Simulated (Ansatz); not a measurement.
Al₂Cl₆. Total charge 0; triplet. Geometry r2SCAN-D4/def2-SVP, that of the neutral singlet; atoms count from 1.

```xyz
8

Al   -0.2938   -0.1413   -1.5741
Al    0.3009    0.1367    1.5734
Cl    0.8900    1.3323   -0.2865
Cl   -0.8005   -1.3904    0.2747
Cl    1.9992   -0.7383    2.4123
Cl   -2.0197    0.7884   -2.2890
Cl    1.0060   -1.2096   -2.8081
Cl   -1.0821    1.2221    2.6974
```

At PBE0-D4/def2-TZVP a singlet of charge 0 lies 7.05 eV below the triplet at the same geometry. The structure comes from a short search, and lower isomers may exist.

(1) Estimate the Mulliken populations from the PBE0/def2-TZVP orbitals of Ansatz.

(2) Where does the spin sit?

(3) And the Mayer bond orders between bonded heavy atoms (over 0.3)?

Answers

(1) 
```tsv
atom	charge (e)	spin (α − β)
Al1	0.48	0.10
Al2	0.09	0.77
Cl3	-0.11	0.05
Cl4	-0.11	0.05
Cl5	0.04	0.50
Cl6	-0.21	0.02
Cl7	-0.21	0.02
Cl8	0.04	0.50
```
Mulliken values and Mayer orders depend strongly on the basis.

(2) Summed by element: Al 0.87, Cl 1.13, of 2 unpaired in all. Largest on single atoms: Al2 0.77, Cl5 0.50, Cl8 0.50.

(3) Al1–Cl3 0.71 (2.29 Å); Al1–Cl4 0.71 (2.29 Å); Al1–Cl6 1.21 (2.09 Å); Al1–Cl7 1.21 (2.09 Å); Al2–Cl3 0.63 (2.29 Å); Al2–Cl4 0.63 (2.29 Å); Al2–Cl5 0.87 (2.09 Å); Al2–Cl8 0.87 (2.09 Å). Values over 0.3 also appear between atoms too far apart for a bond (Cl5–Cl8 0.34 at 3.66 Å); they arise where an orbital or an unpaired electron spreads over both atoms.
